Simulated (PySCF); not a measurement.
**Two-dimensional NMR puzzle**

Compound of formula C$_{3}$H$_{7}$FO$_{3}$Si$_{3}$. Correlations simulated from computed shifts and the bond graph:

HSQC (one-bond C–H):
```
  δH     δC
8.31  166.8
5.91  115.3
5.63  115.3
```

COSY cross peaks (H two or three bonds apart, from the bond graph; peaks can be absent where the dihedral angle is near 90°):
```
  δH    δH
6.09  5.91
5.91  5.63
```

HMBC (two and three bonds, from the bond graph):
```
  δH     δC
6.09  177.4
5.91  177.4
5.91  177.4
5.63  177.4
```

Carbons without hydrogens: δ 177.4.

- shielding tensors at PBE0/pcSseg-1 (GIAO)
- coordinates at the GFN2-xTB level
- program: PySCF
- one computed conformer, non-relativistic Hamiltonian, gas phase, rapidly exchanging positions averaged

References, each an isolated molecule treated in the same way: $^{1}$H (σ = 31.72 ppm), $^{13}$C (σ = 186.93 ppm) against TMS.

Exchangeable hydrogens are left out of these lists.

Q: Which molecule is this?

A: `C=C(F)[Si]1(OC=O)[SiH2]O[SiH2]1`.

Structure with atom numbers: `[CH2:1]=[C:2]([F:3])[Si:4]1([O:5][CH:6]=[O:7])[SiH2:8][O:9][SiH2:10]1` (H(Xn): hydrogen on atom n). Ha(C1) is cis to F3; Hb(C1) is trans to F3.

- δC 177.4 is C2, a fully substituted alkene carbon.
- δC 166.8 is C6, a carbonyl carbon (δH 8.31).
- δC 115.3 is C1, a terminal =CH2 carbon (δH 5.63, 5.91).
- HMBC from δH 6.09 reaches the proton-free carbon C2.
- HMBC from δH 5.91 reaches the proton-free carbon C2.
- HMBC from δH 5.91 reaches the proton-free carbon C2.
- HMBC from δH 5.63 reaches the proton-free carbon C2.
- COSY links 6.09–5.91, 5.91–5.63.

The data come from this structure; uniqueness wasn't tested.

Shifts are as computed. Against solution values, carbons near 30 ppm lie about +3 ppm off and those near 130 ppm about +5 ppm. Of 1211 compounds with measured shifts, 218 miss one by over three times the rms of a fit or turn the order of signals round; such compounds aren't used in these exercises.
